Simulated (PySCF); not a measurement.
## Dipole response of Hf⁺ (hafnium, charge +1)

[Xe] 4f14 5d1 6s2, 2D determinant. All numbers are calculated (PySCF 2.14, a scalar-relativistic core potential, in aug-cc-pVTZ-PP with one added diffuse shell each of s, p, d, f, g type with ECP60MDF (7s7p6d4f3g, 113 functions)). Coupled (time-dependent) response in atomic units; α is the mean over directions.

```tsv
method	mean α (bohr³)	α xx, yy, zz	C₆ (like pair)	S(−4)
PBE	51.65	50.79, 50.79, 53.35	490.3	1118
```

S(−4) is the Cauchy moment in α(ω) = α(0) + S(−4) ω² + …

Spin-orbit coupling is absent.

α(iu) at PBE:

| u (hartree) | α(iu) (bohr³) |
| --- | --- |
| 0 | 51.65 |
| 0.0500 | 49.02 |
| 0.100 | 42.76 |
| 0.200 | 29.29 |
| 0.300 | 20.21 |
| 0.500 | 11.37 |
| 0.750 | 6.967 |
| 1.00 | 4.885 |
| 1.50 | 2.893 |
| 2.00 | 1.931 |
| 3.00 | 1.027 |
| 5.00 | 0.4213 |

For an ion, C₆ is the dispersion term alone; charge-induced terms of lower order in 1/R come first.

The components differ because the open shell of this determinant is not spherical; for a pure term their mean is the scalar polarisability.

⟨L²⟩ = 8.45 against 6 for a pure D term, so this real determinant mixes terms. Energies and moments cover only the electrons outside the core potential. Spin-orbit coupling, absent here, splits the open shell strongly. ⟨S²⟩ = 1.37 against 0.75 shows spin contamination. The s, p, d and f populations moved away from the nominal configuration during the SCF.
